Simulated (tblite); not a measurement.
Species: C3H6BrGeN.
SMILES with atom numbers: `[NH2:1][Ge@H:2]([Br:3])[CH:4]1[CH:5]=[CH:6]1` (hydrogens: H7, H8 on N1; H9 on Ge2; H10 on C4; H11 on C5; H12 on C6)

Computed with GFN2-xTB (tblite), gas phase: L-BFGS steps from a force-field or distance-geometry start until the largest atomic force falls under 0.01 eV/Å.

Geometry at step 15:
```
atom  x, y, z in Å
N1      1.9519   -1.0094    0.7142
Ge2     0.9763    0.3404   -0.0443
Br3     2.0209    2.2848    0.5591
C4     -0.9242    0.2879    0.5097
C5     -1.9576    0.7523   -0.4773
C6     -1.8791   -0.5263   -0.3101
H7      1.5398   -1.9269    0.6101
H8      2.9477   -1.0735    0.5406
H9      1.0135    0.3752   -1.5925
H10    -1.1357    0.4154    1.5670
H11    -2.3793    1.5871   -0.9757
H12    -2.1729   -1.5077   -0.5827
```

Question: What forces act on the atoms?

Answer: 
```
atom  Fx (eV/Å)  Fy (eV/Å)  Fz (eV/Å)
  N1     -0.061      0.061     -0.076
 Ge2     -0.027     -0.059     -0.041
 Br3      0.039     -0.084      0.044
  C4      0.239      0.037      0.022
  C5     -0.126      0.098     -0.152
  C6     -0.081     -0.190     -0.156
  H7      0.088      0.065      0.052
  H8     -0.117      0.055      0.012
  H9      0.064     -0.010      0.039
 H10      0.042      0.000      0.119
 H11     -0.020      0.133      0.053
 H12     -0.040     -0.105      0.083
```

The largest, 0.26 eV/Å, acts on C6; the rms over all components is 0.091 eV/Å. The forces sum to zero within rounding, as they must for an isolated molecule in no field.

Question: Give the force on C6 in Eh/bohr and in nN.

Answer: 0.259 eV/Å ÷ 51.422 = 0.00503 Eh/bohr, and 0.259 eV/Å × 1.602 = 0.41 nN.

Question: How far is this geometry from the end of the optimisation?

Answer: 0.045 eV above it, and 0.462 Å rms away after alignment. The bonds farthest from their final lengths, with half the difference of the two atoms' forces along the bond (positive lengthens):

| bond | now (Å) | final (Å) | force along bond (eV/Å) |
| --- | --- | --- | --- |
| N1–Ge2 | 1.830 | 1.815 | -0.06 |
| Ge2–H9 | 1.549 | 1.542 | -0.04 |
| C4–C6 | 1.499 | 1.506 | +0.21 |
| Ge2–C4 | 1.980 | 1.974 | -0.12 |
| C4–H10 | 1.086 | 1.091 | +0.06 |
| N1–H7 | 1.011 | 1.008 | -0.04 |

The angle farthest from its final value is C4–Ge2–H9, 107.7° against 114.2°.

The cost below is that of the whole relaxation. Time: 1.2 s. Hardware: Arm Neoverse N1, one thread, no GPU, shared host.
